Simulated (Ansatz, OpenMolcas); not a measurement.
How methods differ on SnH3OF (SMILES [OH][SnH2][F])

SnH3OF has 6 atoms, charge 0, and is taken as a singlet. As SMILES, `[OH][SnH2][F]`. The coordinates come from a PBE0-D4/def2-TZVP relaxation. This is one conformer, not always the lowest.

Quantity: the electronic atomisation energy, in eV. The values are calculated. Electronic energies at fixed atoms, without zero-point motion or spin-orbit coupling.

| level | kind | program | value (eV) | less CCSD(T)/def2-SVPD |
| --- | --- | --- | --- | --- |
| HF/def2-SVPD (core potential) | Hartree–Fock | Ansatz | 12.05 | -5.50 |
| SVWN5/def2-SVPD (core potential) | LDA | OpenMolcas | 21.17 | +3.62 |
| BLYP/def2-SVPD (core potential) | GGA | Ansatz | 17.90 | +0.35 |
| BHLYP/def2-SVPD (core potential) | global hybrid | Ansatz | 17.03 | -0.52 |
| CAM-B3LYP/def2-SVPD (core potential) | range-separated hybrid | Ansatz | 18.11 | +0.56 |
| PBE-QIDH/def2-SVPD (core potential) | double hybrid | Ansatz | 17.68 | +0.13 |
| RPA@PBE/def2-SVPD (core potential) | RPA | Ansatz | 16.62 | -0.93 |
| MP2/def2-SVPD (core potential) | perturbation theory | Ansatz | 17.99 | +0.44 |
| CCSD(T)/def2-SVPD (core potential) | coupled cluster or CI | Ansatz | 17.55 | 0.00 |

Differences are taken from CCSD(T)/def2-SVPD (core potential) for orientation; it has basis-set and higher-order errors of its own. The values span 12.05 to 21.17 eV. In the correlated wave-function rows the outer d shell of Sn is correlated, in sets not made for it.
